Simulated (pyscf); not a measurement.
PySCF, gas phase, ωB97X-D3(BJ)/def2-SVPD geometries. MP2 and CC: frozen core, UHF for open shells. ΔMP2 is the change of the MP2 total energy from the triple- to the quadruple-zeta basis.

Task: Estimate by transition-state theory (the high-pressure limit) the rate constant of O=CH–O⁻ -> O=C⁻–OH (singlet surface; C–H broken, H–O formed) at 900 K, with CCSD(T)/def2-TZVPPD + ΔMP2(QZVPPD) energies (ideal gas, 1 atm, RRHO with modes under 100 cm⁻¹ raised to 100, one conformer, R ln 2 for chiral ones without a mode under 150 cm⁻¹; no tunnelling).

Result: The electronic barrier is 67.3 kcal/mol and the thermal terms add -5.5, so ΔG‡ = 61.8 kcal/mol. With k_BT/h = 1.88e+13 s⁻¹ and RT = 1.788 kcal/mol, k = 1.9e-02 s⁻¹; so small a molecule is far into fall-off at 1 atm, where the true rate is lower. Wigner's tunnelling factor for 1941i cm⁻¹ would be 1.40, likely too low at so high a frequency. A shift of 1 kcal/mol in the barrier changes k by a factor 1.7. On the product side the descent ends in a point that may be a rotor saddle (no frequency run), 1.5 kcal/mol over the lowest minimum found and 31.0 kcal/mol under the saddle at ωB97X-D3(BJ)/def2-TZVPD. At ωB97X-D3(BJ)/def2-TZVPD the barrier from the zero used here is 69.7 kcal/mol. This is the saddle that the search found; another between the same sides may lie lower. The CCSD(T) − MP2 part came from Ansatz, without density fitting, on the same reference.
